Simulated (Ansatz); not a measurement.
Basis-set extrapolation for `F[SiH](F)O[SiH2]Cl` (PBE0-D4/def2-TZVP geometry, frozen core, Ansatz). Multiplicity 1, RHF reference.

```csv
,def2-TZVPP,def2-QZVPP
HF,-1313.332266,-1313.378297
MP2 correlation,-1.148231,-1.255441
CCSD(T) correlation,-1.224317,not run
```

Energies in hartree. Use E(X) = E(∞) + A·exp(−7.88·√X) for Hartree–Fock and E(X) = E(∞) + B·X^(−2.97) for correlation, with X = 3 and 4, and add CCSD(T) minus MP2 of the smaller set to the MP2 limit.

**Question.** What is the CCSD(T) energy at the basis-set limit?

**Answer.** HF limit: -1313.378297 + (-0.046031) × 0.13774 = -1313.38464. MP2 limit: -1.255441 + (-0.107210) × 0.74074 = -1.33486. Higher-order term: -1.224317 − (-1.148231) = -0.07609. Total: -1314.79559 hartree, 627.5 kJ/mol below CCSD(T)/def2-TZVPP.
